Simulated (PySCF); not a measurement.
TaHF: from structure and modes to constants

Level of theory: PySCF, UPBE0, basis Ta def2-TZVP with ECP60, H def2-TZVP, F def2-TZVP (scalar-relativistic core potentials, no spin–orbit coupling, density fitting).

The quartet minimum has Cs symmetry. Masses (u): Ta 180.94800, H 1.00782, F 18.99840.

```xyz
3
charge 0 multiplicity 4, angstrom
Ta   -0.1499    0.0000   -0.0860
H    -1.8214    0.0000    0.6003
F     1.5187    0.0000    0.7385
```

Harmonic wavenumbers (cm⁻¹): 412.6 (a', ×1), 670.9 (a', ×1), 1787.0 (a', ×1).

Question: Find the principal moments of inertia and the rotational constants. What kind of rotor is it?

Answer: About the centre of mass I = 1.7847, 61.499, 63.284 u Å². With B = 16.8576/I this gives 9.445, 0.2741, 0.2664 cm⁻¹. The molecule is an asymmetric top with κ = -1.00.

Question: What is the harmonic zero-point energy?

Answer: Half the sum of all 3 wavenumbers, 2870/2 = 1435 cm⁻¹, which is 17.2 kJ/mol (1 cm⁻¹ = 0.0119627 kJ/mol).

Question: Find the vibrational entropy and heat capacity at 298.15 K.

Answer: With u = 1.43878 ω/T, each mode gives S = R[u/(eᵘ−1) − ln(1−e⁻ᵘ)] and C = R u² eᵘ/(eᵘ−1)².
| ω (cm⁻¹) | u | S (J/(mol K)) | C (J/(mol K)) |
| --- | --- | --- | --- |
| 412.6 | 1.991 | 3.84 | 6.04 |
| 670.9 | 3.237 | 1.43 | 3.71 |
| 1787.0 | 8.624 | 0.01 | 0.11 |
The sums over all modes are S = 5.3 and C = 9.9 J/(mol K); the softest mode gives 73 % of the entropy.

Question: Give the standard entropy (298.15 K, 1 bar) by its translational, rotational, vibrational and spin parts, and Cp.

Answer: Sackur–Tetrode with M = 200.95 u gives 175.0; rotation with symmetry number 1 gives 85.3; vibration 5.3; spin R ln 4 = 11.5. The total is 277.1 J/(mol K), and Cp = 4 R + 9.9 = 43.1 J/(mol K).

Only a few start shapes were tried, so a lower isomer may exist. With open d or f shells other occupations or spin states may lie lower. With an element this heavy the missing spin–orbit coupling can shift these numbers.
